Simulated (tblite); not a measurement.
Compound: C7H7O3P.
Bonds: C1–C2 (double), C2–C3, C3–P4 (aromatic), P4–C5 (aromatic), C5–O6 (aromatic), O6–C7 (aromatic), C7–C8, C8–O9 (double), C8–O10, O10–C11, C3–C7 (aromatic). Hydrogens: H12, H13 on C1; H14 on C2; H15 on C5; H16, H17, H18 on C11.

Computed with GFN2-xTB (tblite), gas phase: L-BFGS steps from a force-field or distance-geometry start until the largest atomic force falls under 0.01 eV/Å.

Step 0: E = -903.8586 eV
```
atom  x, y, z in Å  |  force x, y, z in eV/Å
C1      3.4727   -0.6117    0.3074   -1.138   0.210   0.025
C2      2.1198   -0.5401    0.3239    1.326  -1.101   0.302
C3      1.3058    0.6022    0.0998   -0.668   1.542  -0.360
P4      2.0007    2.3497   -0.0329   -3.841  -1.482  -0.209
C5      0.2601    2.7959   -0.2621    1.157  -0.945   0.149
O6     -0.6751    1.8099   -0.2603    1.943   0.076   0.239
C7     -0.1047    0.5681   -0.0549    1.354   1.588   0.042
C8     -1.0135   -0.5621   -0.0193   -0.570  -1.434   0.039
O9     -0.7061   -1.7452    0.1434   -0.461   1.894  -0.235
O10    -2.3103   -0.1443   -0.2065    0.716  -0.721   0.124
C11    -3.2800   -1.1907   -0.2018   -0.108   0.346   0.352
H12     3.9645   -1.5536    0.5070   -0.040   0.242  -0.059
H13     4.0922    0.2458    0.1018    0.004   0.038  -0.032
H14     1.6234   -1.4842    0.5544   -0.258   0.358  -0.168
H15    -0.1265    3.8036   -0.4255    0.113  -0.526   0.083
H16    -3.0893   -1.8968   -0.9995    0.194  -0.247  -0.099
H17    -3.2803   -1.6953    0.7717    0.115  -0.060  -0.187
H18    -4.2624   -0.7447   -0.3582    0.163   0.221  -0.007
```

Step 1: E = -904.1988 eV
```
atom  x, y, z in Å  |  force x, y, z in eV/Å
C1      3.4565   -0.6087    0.3078    0.798   0.040   0.001
C2      2.1388   -0.5558    0.3282   -0.937   0.246   0.037
C3      1.2963    0.6242    0.0946    0.502  -0.082  -0.005
P4      1.9458    2.3286   -0.0359   -1.754  -0.883  -0.064
C5      0.2767    2.7824   -0.2600    0.242   0.185  -0.061
O6     -0.6474    1.8110   -0.2569    0.768  -0.038   0.119
C7     -0.0854    0.5908   -0.0543    0.023   0.176   0.029
C8     -1.0216   -0.5826   -0.0188   -0.346   2.104  -0.313
O9     -0.7127   -1.7182    0.1401    0.352  -1.174   0.186
O10    -2.3001   -0.1546   -0.2047    0.367  -0.337   0.069
C11    -3.2815   -1.1857   -0.1967    0.026  -0.025  -0.013
H12     3.9640   -1.5502    0.5062   -0.098   0.354  -0.081
H13     4.0923    0.2463    0.1013   -0.188  -0.094   0.012
H14     1.6197   -1.4791    0.5520   -0.296   0.135  -0.090
H15    -0.1249    3.7961   -0.4244    0.274  -0.738   0.125
H16    -3.0865   -1.9004   -1.0009    0.089  -0.049   0.115
H17    -3.2786   -1.6962    0.7690    0.075  -0.091  -0.061
H18    -4.2601   -0.7415   -0.3583    0.102   0.272  -0.003
```

Step 2: E = -904.2784 eV
```
atom  x, y, z in Å  |  force x, y, z in eV/Å
C1      3.4628   -0.6070    0.3079   -0.250   0.059   0.019
C2      2.1313   -0.5578    0.3303    0.026   0.478  -0.051
C3      1.3005    0.6311    0.0927    0.300  -0.843   0.099
P4      1.8985    2.3071   -0.0380    0.595  -0.250   0.099
C5      0.2865    2.7802   -0.2602   -0.717   0.448  -0.175
O6     -0.6253    1.8108   -0.2538   -0.252   0.014  -0.006
C7     -0.0779    0.6019   -0.0536   -0.263  -0.378   0.042
C8     -1.0300   -0.5578   -0.0234    0.784  -0.669   0.142
O9     -0.7097   -1.7263    0.1417   -0.162   1.175  -0.138
O10    -2.2906   -0.1636   -0.2030   -0.205   0.223  -0.049
C11    -3.2817   -1.1843   -0.1951    0.125  -0.205  -0.111
H12     3.9622   -1.5435    0.5046    0.029   0.134  -0.034
H13     4.0894    0.2451    0.1013   -0.067   0.081  -0.026
H14     1.6138   -1.4752    0.5498   -0.379  -0.009  -0.049
H15    -0.1201    3.7819   -0.4220    0.210  -0.446   0.081
H16    -3.0841   -1.9024   -0.9997    0.051   0.004   0.168
H17    -3.2769   -1.6979    0.7671    0.059  -0.104  -0.011
H18    -4.2576   -0.7362   -0.3583    0.115   0.287   0.000
```

**Question.** Estimate the geometry and energy of step 3. (The exact step hangs on the optimiser's Hessian estimate; all steps are aligned on step 2, rigid shifts and turns removed.)

**Answer.** E = -904.3116 eV, largest force 0.312 eV/Å
```
atom  x, y, z in Å  |  force x, y, z in eV/Å
C1      3.4618   -0.6063    0.3081   -0.245   0.097   0.011
C2      2.1296   -0.5519    0.3297    0.133  -0.067   0.051
C3      1.3048    0.6213    0.0938   -0.145  -0.246  -0.017
P4      1.9034    2.3035   -0.0370    0.111  -0.227   0.042
C5      0.2787    2.7857   -0.2622   -0.093  -0.223  -0.025
O6     -0.6274    1.8109   -0.2538   -0.161  -0.077   0.011
C7     -0.0812    0.5975   -0.0532    0.066  -0.095   0.042
C8     -1.0219   -0.5610   -0.0224    0.143   0.276  -0.027
O9     -0.7107   -1.7162    0.1406    0.129   0.150   0.005
O10    -2.2925   -0.1615   -0.2035   -0.014   0.105  -0.024
C11    -3.2803   -1.1867   -0.1964    0.065  -0.034  -0.010
H12     3.9624   -1.5415    0.5042    0.020   0.112  -0.027
H13     4.0884    0.2458    0.1011   -0.062   0.084  -0.026
H14     1.6093   -1.4752    0.5492   -0.268   0.134  -0.081
H15    -0.1174    3.7761   -0.4209    0.030  -0.059   0.015
H16    -3.0835   -1.9024   -0.9976    0.069  -0.063   0.074
H17    -3.2762   -1.6991    0.7670    0.056  -0.093  -0.022
H18    -4.2563   -0.7327   -0.3583    0.164   0.225   0.005
```

The energy changes by -0.0331 eV. The first-order estimate −F·Δx gives -0.0578 eV and the mean of the old and new forces, exact on a quadratic surface, -0.0331 eV. The step makes an angle of 14° with the force vector and moves no atom by more than 0.011 Å.

The cost below is that of the whole relaxation. The run took 0.69 s on Arm Neoverse N1, one thread, shared host with 64 logical CPUs at a one-minute load of 53.
